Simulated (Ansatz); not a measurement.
Reaction (ligand exchange at the Sn–Cl bond): `[SH][Sn][Cl]` + CH₃SH → `C[S][Sn][SH]` + HCl

Isolated molecules relaxed with PBE0-D4/def2-TZVP in Ansatz; ΔE leaves out vibrations. CBS: MP2 limit from def2 TZ/QZ plus the TZ coupled-cluster correction, frozen cores. This one scheme is used for every species. DFT in def2-TZVPP. def2 core potentials past Kr. For Sn outer-core shells are correlated without core-valence functions, which leaves a few kJ/mol of doubt a bond. Each species was taken in one conformer, which may not be the lowest.

```
       species  r2SCAN-D4 energy (Eh)
`[SH][Sn][Cl]`            -1073.44418
         CH₃SH             -438.67311
`C[S][Sn][SH]`            -1051.31940
           HCl             -460.78592
```

(1) Work out ΔE.

Largest T1 diagnostic among the species: 0.016.

## Answers

(1) ΔE = (-1051.31940) + (-460.78592) − (-1073.44418) − (-438.67311) = 0.01197 Eh = +7.5 kcal/mol. CCSD(T)/CBS gives +6.9 kcal/mol.

The D4 term adds −2.4 kcal/mol with B3LYP and −1.3 kcal/mol with PBE0; it sums over pairs of atoms, weighted by their polarisabilities, and B3LYP, whose exchange is more repulsive, gets the larger term. In def2-TZVPP, CCSD(T) changes the Hartree–Fock value by −6.2 kcal/mol (the triples alone add −1.2 kcal/mol) and MP2 by −7.0 kcal/mol.

B3LYP here is the variant with VWN-RPA as its local correlation; programs differ in this.
